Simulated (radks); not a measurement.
Task: Ta11+, configuration [Kr] 4d10 4f13 5s2 5p1. Calculated with a radial shooting solver on a logarithmic mesh with Libxc functionals: non-relativistic Kohn-Sham, TPSS, spin-polarised, spherical densities, point nucleus; open shells are filled with parallel spins first (spin-orbit coupling, left out, can overturn this in heavy ions); meta-GGA in the generalised Kohn-Sham scheme; relativity is left out, which matters for an element this heavy. Some entries of the table are withheld. Estimate them.

orbital,occ.,eigenvalue (eV),r(max) (bohr)
1s up,1,-62206.49,0.01377
1s down,1,-62206.37,0.01377
2s up,1,-10356.42,0.07500
2s down,1,-10356.36,0.07500
2p up,3,-9925.590,0.05827
2p down,3,-9925.485,0.05827
3s up,1,-2505.665,0.2062
3s down,1,-2504.949,0.2062
3p up,3,-2306.975,0.1944
3p down,3,-2306.282,0.1944
3d up,5,-1938.016,0.1537
3d down,5,-1937.467,0.1537
4s up,1,-652.6608,0.4645
4s down,1,-651.4124,0.4645
4p up,3,-569.8816,0.4657
4p down,3,-568.6045,0.4658
4d up,5,-419.6679,0.4627
4d down,5,-418.3264,0.4627
5s up,1,-232.4134,(1)
5s down,1,-229.8847,(2)
4f up,7,(3),0.4290
4f down,6,(4),0.4291
5p up,1,-204.5947,(5)
5p down,0,-202.1172,(6)

Result: 
(1) 5s up r(max) (bohr): 1.021
(2) 5s down r(max) (bohr): 1.019
(3) 4f up eigenvalue (eV): -224.0106
(4) 4f down eigenvalue (eV): -222.4830
(5) 5p up r(max) (bohr): 1.073
(6) 5p down r(max) (bohr): 1.072
